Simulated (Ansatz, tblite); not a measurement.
Removing and adding an electron: Si4BPH12, a doped cluster cut from the lattice of silicon (B and P 2.4 A apart). Total charge 0; singlet. Geometry: PBE-D4/def2-SVP. Ansatz, gas phase; energy differences of separate SCF runs; the oxidised species was run as a doublet alone; the reduced species was run as a doublet alone.

Cartesian coordinates in Å:
```
B 1.747 -0.830 0.812
Si -1.567 -1.403 -0.465
Si 0.314 1.788 -1.292
Si 1.620 1.178 0.578
Si -1.835 0.888 -0.935
P 0.001 -1.550 1.199
H 2.455 -1.113 1.773
H 2.082 -1.372 -0.238
H -2.795 -2.127 0.022
H -0.949 -2.178 -1.595
H 0.154 3.269 -1.538
H 0.817 1.155 -2.566
H 0.974 1.916 1.734
H 2.977 1.812 0.377
H -2.485 1.475 0.294
H -2.810 0.999 -2.080
H -0.663 -0.978 2.330
H -0.037 -2.928 1.589
```

The xTB rows come from tblite. Correlated methods freeze 26 core orbitals. The rows differ in basis, and correlated rows in double-zeta sets carry the largest basis error. In CCSD on the charge 1 doublet the largest single amplitude is 0.18, so its Hartree–Fock determinant may place the open shell otherwise than the density functionals do.

```json
{"level": "GFN1-xTB", "−HOMO (eV)": "10.68", "vertical IE (eV)": "12.60", "−LUMO (eV)": "7.56", "vertical EA (eV)": "5.33", "HOMO–LUMO gap (eV)": "3.12", "IE − EA (eV)": "7.27"}
{"level": "GFN2-xTB", "−HOMO (eV)": "8.98", "vertical IE (eV)": "11.25", "−LUMO (eV)": "6.11", "vertical EA (eV)": "3.82", "HOMO–LUMO gap (eV)": "2.87", "IE − EA (eV)": "7.43"}
{"level": "HF/def2-SVP", "−HOMO (eV)": "–", "vertical IE (eV)": "8.28", "−LUMO (eV)": "–", "vertical EA (eV)": "–", "HOMO–LUMO gap (eV)": "–", "IE − EA (eV)": "–"}
{"level": "PBE-D4/def2-TZVP", "−HOMO (eV)": "6.22", "vertical IE (eV)": "8.65", "−LUMO (eV)": "1.74", "vertical EA (eV)": "–", "HOMO–LUMO gap (eV)": "4.48", "IE − EA (eV)": "–"}
{"level": "r2SCANh-D4/def2-TZVP", "−HOMO (eV)": "6.81", "vertical IE (eV)": "8.77", "−LUMO (eV)": "1.27", "vertical EA (eV)": "–", "HOMO–LUMO gap (eV)": "5.54", "IE − EA (eV)": "–"}
{"level": "PBE0-D4/def2-TZVP", "−HOMO (eV)": "7.24", "vertical IE (eV)": "8.85", "−LUMO (eV)": "0.95", "vertical EA (eV)": "–", "HOMO–LUMO gap (eV)": "6.29", "IE − EA (eV)": "–"}
```

Estimate the rows for PBE-D4/def2-TZVPD, r2SCANh-D4/def2-TZVPD, PBE0-D4/def2-TZVPD, MP2/def2-SVP, CCSD/def2-SVP, CCSD(T)/def2-SVP.


```
                level  −HOMO (eV)  vertical IE (eV)  −LUMO (eV)  vertical EA (eV)  HOMO–LUMO gap (eV)  IE − EA (eV)                       remarks
    PBE-D4/def2-TZVPD        6.23                 –        1.82              0.06                4.42             –  HOMO above zero (-1 doublet)
r2SCANh-D4/def2-TZVPD        6.81                 –        1.31             -0.16                5.50             –  HOMO above zero (-1 doublet)
   PBE0-D4/def2-TZVPD        7.24                 –        1.05             -0.12                6.19             –  HOMO above zero (-1 doublet)
         MP2/def2-SVP           –              8.99           –                 –                   –             –                             –
        CCSD/def2-SVP           –              8.84           –                 –                   –             –                             –
     CCSD(T)/def2-SVP           –              8.83           –                 –                   –             –                             –
```

   A HOMO above zero means that the electron is unbound at that level or that self-interaction error raises the level; the energy of removing that electron tells which. Raw xTB energy differences between charge states are shifted by several eV; the methods need an empirical correction for them. A negative affinity means that the extra electron isn't bound; its size then hangs on the basis.
